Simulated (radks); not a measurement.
Results of a calculation; reference values are marked as such.
Coulomb parameter of the 4d shell of the niobium ion Nb+ in the model configuration [Kr] 4d3 5s1, as a second difference U = [E(n + 0.5) + E(n - 0.5) - 2 E(n)] / (0.5)^2 with all orbitals relaxed. "Bare": the charge of the atom changes with n. "Screened": the 5s shell takes up the change at fixed total charge, which measures U(4d,4d) + U(5s,5s) - 2 U(4d,5s). Level of theory: Dirac Kohn-Sham, PBE, spin-unpolarised, spherical densities, point nucleus; open shells are shared between the two j in proportion to 2j + 1 (a radial shooting solver on a logarithmic mesh with Libxc functionals).

| case | configuration | E - E(n) (eV) |
|---|---|---|
| start | [Kr] 4d3 5s1 | 0.000 |
| bare +0.5 | [Kr] 4d3.5 5s1 | -4.556 |
| bare -0.5 | [Kr] 4d2.5 5s1 | 6.929 |
| screened +0.5 | [Kr] 4d3.5 5s0.5 | -0.317 |
| screened -0.5 | [Kr] 4d2.5 5s1.5 | 0.595 |

U(bare) = 9.488 eV, U(screened by 5s) = 1.113 eV.
